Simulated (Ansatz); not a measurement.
Consider the ligand exchange at the Si–C bond: `CC[Si]CC` + silanol → `CC[Si]O[SiH3]` + ethane.

Computed with Ansatz on PBE0-D4/def2-TZVP structures; ΔE is electronic, products minus reactants. CCSD(T)/CBS adds triple-zeta CCSD(T) − MP2 to the extrapolated MP2 energy (def2 sets, frozen cores). This one scheme is used for every species. Functionals use def2-TZVPP. Each species was taken in one conformer, which may not be the lowest.

`CC[Si]CC`:

Z-matrix (Å, degrees):
```
C
C 1 1.537
H 1 1.093 2 111.7
H 1 1.096 2 112.0 3 120.3
H 1 1.093 2 111.4 3 -120.2
Si 2 1.904 1 105.9 3 -68.8
H 2 1.093 1 109.5 3 172.7
H 2 1.094 1 110.1 3 54.6
C 6 1.906 2 101.1 1 76.3
C 9 1.522 6 122.1 2 27.5
H 9 1.106 6 101.1 2 -95.2
H 9 1.096 6 107.2 2 157.1
H 10 1.093 9 111.4 6 61.5
H 10 1.094 9 111.8 6 -178.6
H 10 1.092 9 111.8 6 -58.3
```

`O[SiH3]`:

```xyz
6

O     0.119   -1.025    0.760
Si   -0.076    0.185   -0.341
H     0.376   -0.783    1.650
H    -1.136    1.144    0.078
H    -0.467   -0.476   -1.607
H     1.183    0.955   -0.540
```

`CC[Si]O[SiH3]`:

```xyz
13

C     0.594   -1.527    0.335
C    -0.413   -0.806    1.235
Si   -1.950   -0.216    0.270
O    -1.289    0.938   -0.707
Si    0.000    1.838   -1.182
H     0.992   -0.867   -0.441
H     0.143   -2.385   -0.174
H     1.447   -1.905    0.904
H     0.061    0.060    1.717
H    -0.744   -1.472    2.040
H     1.022    1.916   -0.104
H     0.609    1.220   -2.387
H    -0.472    3.207   -1.505
```

`CC`:

Z-matrix (Å, degrees):
```
C
C 1 1.519
H 1 1.093 2 111.4
H 1 1.093 2 111.4 3 120.0
H 1 1.093 2 111.4 3 -120.0
H 2 1.093 1 111.4 3 180.0
H 2 1.093 1 111.4 3 -60.0
H 2 1.093 1 111.4 3 60.0
```

```json
{"species": "`CC[Si]CC`", "PBE energy (Eh)": "-447.56777"}
{"species": "`O[SiH3]`", "PBE energy (Eh)": "-366.95617"}
{"species": "`CC[Si]O[SiH3]`", "PBE energy (Eh)": "-734.85102"}
{"species": "`CC`", "PBE energy (Eh)": "-79.73271"}
```

**Question.** Work out ΔE.

**Answer.** ΔE = (-734.85102) + (-79.73271) − (-447.56777) − (-366.95617) = -0.05979 Eh = -157.0 kJ/mol. CCSD(T)/CBS gives -163.1 kJ/mol.

Largest T1 diagnostic among the species: 0.013.

Leaving LDA and LC-ωPBE aside and taking each functional with its dispersion term where it has one, the values, not all of them listed here, spread over 23.3 kJ/mol, from BHLYP-D4 to revPBE-D4. At CCSD(T), def2-SVP lies −3.5 kJ/mol from the extrapolated value and def2-TZVPP −0.4 kJ/mol.
